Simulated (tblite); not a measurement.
Start geometry of `CCN(C)NC(C)(C)C` from a force field or distance geometry (Å):
```
atom  x, y, z in Å
C1     2.6506   -1.2362   -0.1816
C2     1.8307   -0.3278   -1.0678
N3     0.9137    0.5307   -0.3599
C4     1.7635    1.4866    0.3586
N5     0.0222   -0.1106    0.4400
C6    -1.3695    0.0136    0.2219
C7    -1.8637   -0.5194   -1.1115
C8    -1.9136    1.4146    0.4121
C9    -2.0466   -0.8332    1.2940
H10    3.3212   -1.8770   -0.8098
H11    3.3267   -0.6374    0.4326
H12    2.0225   -1.9436    0.4115
H13    2.5662    0.2987   -1.6138
H14    1.3612   -0.9662   -1.8456
H15    2.3205    0.9731    1.1801
H16    2.5057    1.8825   -0.3392
H17    1.2000    2.3602    0.7359
H18    0.3496   -0.5235    1.3143
H19   -1.4955    0.0275   -1.9693
H20   -2.9816   -0.4396   -1.0412
H21   -1.6613   -1.5903   -1.2024
H22   -1.7810    1.7156    1.4735
H23   -1.5245    2.1367   -0.3102
H24   -3.0253    1.3366    0.2645
H25   -2.1919   -1.8318    0.8710
H26   -1.3314   -0.9647    2.1468
H27   -2.9882   -0.3488    1.6485
```

**Question.** What comes out of this run: tblite, GFN2-xTB geometry optimisation, gas phase?

**Answer.** 
```
atom  x, y, z in Å
C1     2.7899   -1.2628   -0.2426
C2     1.7751   -0.4964   -1.0950
N3     0.8946    0.4146   -0.3758
C4     1.5944    1.4928    0.2908
N5     0.0238   -0.3171    0.4711
C6    -1.3980   -0.0269    0.2999
C7    -1.7733   -0.3835   -1.1396
C8    -1.7745    1.4366    0.5790
C9    -2.1411   -0.9392    1.2792
H10    3.3174   -1.9830   -0.8627
H11    3.5222   -0.5920    0.2011
H12    2.2751   -1.7996    0.5505
H13    2.2958    0.0918   -1.8556
H14    1.1230   -1.2116   -1.5999
H15    2.1855    1.1569    1.1577
H16    2.2645    1.9696   -0.4229
H17    0.8761    2.2351    0.6367
H18    0.2941   -0.2389    1.4509
H19   -1.1890    0.2191   -1.8291
H20   -2.8299   -0.1995   -1.3139
H21   -1.5617   -1.4323   -1.3284
H22   -1.4501    1.7345    1.5753
H23   -1.3119    2.0891   -0.1567
H24   -2.8530    1.5624    0.5201
H25   -1.8351   -1.9713    1.1304
H26   -1.9196   -0.6577    2.3071
H27   -3.2141   -0.8645    1.1256
```

The energy falls by 21.0 kcal/mol over 123 L-BFGS steps, the largest force on an atom goes from 1.73 to 0.010 eV/Å, and the atoms move by 0.341 Å rms after alignment. The bond that changes most is N3–N5 (both ends hydrazine nitrogen), which lengthens by 0.059 Å. Bonds longer at the end by more than 0.005 Å: 7 of 26; shorter: 15. Among the angles that change most is N3–C2–H14, from 114.7° to 106.1°. Among the dihedrals that turn most is N5–C6–C9–H26, from 22° to 67°. Rotational constants go from 2557, 995.9, 906.1 to 2508, 1002, 907.6 MHz. The orientation of the end geometry is arbitrary; only internal coordinates are fixed.

Its GFN2-xTB frequencies are all real (lowest 44 cm⁻¹). The numbers are those of one conformer. 3 starts were optimised and ended at 0.00, 0.35 and 0.36 kcal/mol (GFN2-xTB); the lowest of these is shown.

These are computed values.
